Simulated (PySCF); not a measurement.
## Choosing a basis for TDDFT

Compound: pentyl formate, C6H12O2.
SMILES: `O(C=O)CCCCC`

TDDFT with PBE0 (PySCF), vertical singlets, core orbitals frozen in the response, spherical d and f functions. Geometry: PBE0-D3(BJ)/def2-SVP, one conformer, isolated molecule.

Problem. How do the low singlets change with the basis? Take 6-31G*, 6-31+G*, def2-SVP and aug-cc-pVDZ.

Solution. 

```csv
basis,functions,diffuse,S1 (eV),S2 (eV),S3 (eV),S4 (eV),S5 (eV),LUMO (eV),α (au)
6-31G*,136,no,6.00,8.09,8.42,8.85,9.20,0.58,69.2
6-31+G*,168,yes,5.95,7.72,7.93,8.18,8.20,0.04,76.8
def2-SVP,172,no,5.96,8.05,8.31,8.70,9.04,0.36,71.1
aug-cc-pVDZ,292,yes,5.88,7.40,7.66,7.68,7.80,-0.09,83.7
```

States are compared by their number. Against the largest diffuse basis here (aug-cc-pVDZ, itself not a converged limit), sets without diffuse functions differ by up to 0.12 eV in S1 and 1.40 eV in S5; the smaller diffuse sets differ by up to 0.07 and 0.40 eV. State by state, the largest deviation of a set without diffuse functions is S1 0.12, S2 0.70, S3 0.76, S4 1.16, S5 1.40 eV. The same number needn't mean the same state in each row. Against aug-cc-pVDZ the polarisability deviates by -17% in 6-31G*, -8% in 6-31+G*, -15% in def2-SVP. A single + in a Pople set puts diffuse functions on heavy atoms only.
